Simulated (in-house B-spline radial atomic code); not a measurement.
## Ionising the ytterbium ion Yb³¹⁺ with different functionals

Computed with a radial B-spline atomic code at the basis-set limit: scalar-relativistic (spin-free X2C) Hamiltonian, Fermi nucleus of rms radius 5.3108 fm, spin-polarised at highest spin, spherical fractional occupations for the functionals. The ionisation energy is the difference of two self-consistent energies, [Kr] 4d3 → [Kr] 4d2, without Breit or QED terms; ε is the level of the shell that loses the electron (its least bound occupied spin orbital). There is no spin-orbit coupling in this Hamiltonian.

Hybrids are left out here: with spherical fractional occupations of an open shell their exact exchange keeps a self-interaction that integer-occupation calculations don't have.

```json
{"method": "LDA VWN5", "rung": "LDA", "ΔSCF (eV)": "1221.14", "-ε(4d) (eV)": "1196.96"}
{"method": "BLYP", "rung": "GGA", "ΔSCF (eV)": "?", "-ε(4d) (eV)": "?"}
{"method": "BP86", "rung": "GGA", "ΔSCF (eV)": "1221.32", "-ε(4d) (eV)": "1197.19"}
{"method": "TPSS", "rung": "meta-GGA", "ΔSCF (eV)": "?", "-ε(4d) (eV)": "?"}
```

(1) What does BLYP give?

(2) What does TPSS give?

(3) How do they compare with the NIST value?

## Answers

(1) ΔSCF 1221.00 eV, and -ε(4d) = 1196.86 eV.

(2) ΔSCF 1221.05 eV, and -ε(4d) = 1197.01 eV.

(3) NIST lists 1224 eV ± 4 (tabulated theory, ground level to ground level). Errors run from -3.00 to -2.68 eV; all lie within about twice that uncertainty, so the table can't rank the methods.
